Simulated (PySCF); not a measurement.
Core binding energy against partial charge

Species: C8H10Se.
Z-matrix (Å and degrees, PBE0-D3(BJ)/def2-SVP geometry), rows numbered from 1:
```
C 
Se  1  1.9341
C   2  1.9029  1  100.25
C   3  1.4009  2  117.18  1  -176.46
C   4  1.3898  3  120.49  2  -179.61
C   5  1.4009  4  121.42  3    -0.25
C   6  1.5009  5  121.21  4  -178.37
C   6  1.3974  5  117.46  4     0.38
C   8  1.3942  6  121.76  5    -0.25
H   1  1.0985  2  111.28  3   -63.99
H   1  1.0985  2  110.96  3    59.52
H   1  1.0983  2  105.85  3   177.71
H   4  1.0936  3  120.00  2     0.28
H   5  1.0938  4  119.10  3   179.79
H   7  1.1032  6  111.12  5    88.89
H   7  1.0998  6  111.52  5  -151.53
H   7  1.0999  6  111.52  5   -30.63
H   8  1.0939  6  119.38  5   179.56
H   9  1.0910  3  120.89  2     0.04
```

Binding energies: delta-SCF UKS SCAN, pcX-2 on the ionised atom, pcseg-1 elsewhere, spin-free X2C (PySCF 2.14.0). Charges: PBE0/pcSseg-1 ground-state density, for the ionised atom.

```json
{"atom": "C4", "environment": "aromatic CH carbon", "C 1s (eV)": "289.86", "Mulliken (e)": "-0.001", "IAO (e)": "-0.158", "Hirshfeld (e)": "-0.064", "ESP (e)": "-0.060"}
{"atom": "C5", "environment": "aromatic CH carbon", "C 1s (eV)": "289.90", "Mulliken (e)": "-0.040", "IAO (e)": "-0.151", "Hirshfeld (e)": "-0.052", "ESP (e)": "-0.432"}
{"atom": "C6", "environment": "substituted aromatic carbon", "C 1s (eV)": "289.90", "Mulliken (e)": "-0.310", "IAO (e)": "+0.004", "Hirshfeld (e)": "+0.003", "ESP (e)": "+0.571"}
{"atom": "C3", "environment": "substituted aromatic carbon", "C 1s (eV)": "290.35", "Mulliken (e)": "-0.292", "IAO (e)": "-0.138", "Hirshfeld (e)": "-0.039", "ESP (e)": "-0.222"}
{"atom": "C7", "environment": "benzylic-type carbon", "C 1s (eV)": "290.59", "Mulliken (e)": "-0.144", "IAO (e)": "-0.417", "Hirshfeld (e)": "-0.114", "ESP (e)": "-0.600"}
{"atom": "C1", "environment": "sp3 carbon bound to selenium", "C 1s (eV)": "291.01", "Mulliken (e)": "-0.383", "IAO (e)": "-0.540", "Hirshfeld (e)": "-0.132", "ESP (e)": "-0.502"}
```

Q: How well does each charge scheme correlate with the binding energies over these sites?

A: ESP: r = -0.61, slope -0.7 eV per e; Mulliken: r = -0.61, slope -1.8 eV per e; Hirshfeld: r = -0.80, slope -7.6 eV per e; IAO: r = -0.90, slope -2.1 eV per e. On 6 points no scheme stands out.

Q: The point-charge model writes a binding energy as kq + V + constant, with V the potential of the other atoms' charges at the site. What does it give with the Hirshfeld charges?

A: V = Σ 14.40 eV Å × q/r over all other atoms: -0.01 eV at C4, -0.03 eV at C5, -1.04 eV at C6, -0.55 eV at C3, +1.50 eV at C7, +1.91 eV at C1. Fitting binding energy − V to q gives k = 15.5 eV per e and leaves an rms residual of 0.26 eV, against 0.25 eV for the fit on q alone. The model has no term for differences in relaxation between sites.

Spin contamination (⟨S²⟩ against 0.75 for a pure doublet) is marked for C 1s of C3 (0.86), which makes this value less certain. The structure is a single PBE0-D3(BJ)/def2-SVP conformer in the gas phase; no vibrational or solvent corrections.
